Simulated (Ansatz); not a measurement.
Sn(N(SiH3)2)2 (Si4SnN2H12), 19 atoms. Hardware: 4 threads of Intel Xeon on a shared host.

In the def2 sets Sn takes a core potential; there is no spin–orbit coupling. Correlated methods freeze 26 core orbitals; core or outer-core shells of Sn are correlated, in sets that lack core-valence functions.

Q: How many basis functions does each of these Ansatz runs have, and roughly what does it cost? PBE-D4/def2-TZVP, charge 0 singlet, energy, from earlier orbitals; B3LYP-D4/def2-TZVP, charge 0 singlet, energy, from earlier orbitals; PBE with 10 % exact exchange/def2-SVP, charge 0 singlet, energy, from earlier orbitals; PBE-D4/def2-TZVP, charge 1 doublet, energy, from earlier orbitals; PBE0-D4/def2-SVP, charge 0 singlet, energy, from earlier orbitals; PBE0-D4/def2-TZVP, charge 1 doublet, energy, from earlier orbitals; r2SCAN-D4/def2-SVP, charge 1 doublet, relaxation, 10 steps; B3LYP-D4/def2-TZVP, charge 1 doublet at the geometry of the charge 0 singlet, energy, from earlier orbitals; PBE-D4/def2-TZVP, charge 0 triplet at the geometry of the charge 0 singlet, energy, from earlier orbitals; MP2/def2-TZVP, charge 0 singlet, energy, from earlier orbitals; RPA@PBE/def2-TZVP, charge 0 singlet, energy, from earlier orbitals; PBE0-D4/def2-TZVP, charge 1 doublet at the geometry of the charge 0 singlet, energy.

A: Other jobs shared the machine, so times can vary by a factor of up to 3. A dash marks memory too small to be measured apart from the calling script's.

| run | functions | fitting or Cholesky vectors | wall time | peak host memory (GiB) |
| --- | --- | --- | --- | --- |
| PBE with 10 % exact exchange/def2-SVP, charge 0 singlet, energy, from earlier orbitals | 186 | 1898 | 4.9 s | – |
| PBE0-D4/def2-SVP, charge 0 singlet, energy, from earlier orbitals | 186 | 1898 | 5.5 s | – |
| PBE-D4/def2-TZVP, charge 0 singlet, energy, from earlier orbitals | 332 | 2234 | 7 s | 0.71 |
| B3LYP-D4/def2-TZVP, charge 0 singlet, energy, from earlier orbitals | 332 | 2314 | 12 s | 1.5 |
| PBE-D4/def2-TZVP, charge 0 triplet at the geometry of the charge 0 singlet, energy, from earlier orbitals | 332 | 2234 | 13 s | 0.84 |
| PBE-D4/def2-TZVP, charge 1 doublet, energy, from earlier orbitals | 332 | 2234 | 14 s | 0.84 |
| MP2/def2-TZVP, charge 0 singlet, energy, from earlier orbitals | 332 | 2336 | 18 s | 1.4 |
| RPA@PBE/def2-TZVP, charge 0 singlet, energy, from earlier orbitals | 332 | 2336 | 19 s | 1.4 |
| PBE0-D4/def2-TZVP, charge 1 doublet, energy, from earlier orbitals | 332 | 2336 | 26 s | 1.8 |
| B3LYP-D4/def2-TZVP, charge 1 doublet at the geometry of the charge 0 singlet, energy, from earlier orbitals | 332 | 2336 | 26 s | 1.8 |
| PBE0-D4/def2-TZVP, charge 1 doublet at the geometry of the charge 0 singlet, energy | 332 | 2336 | 27 s | 1.9 |
| r2SCAN-D4/def2-SVP, charge 1 doublet, relaxation, 10 steps | 186 | 2115 | 67 s | – |
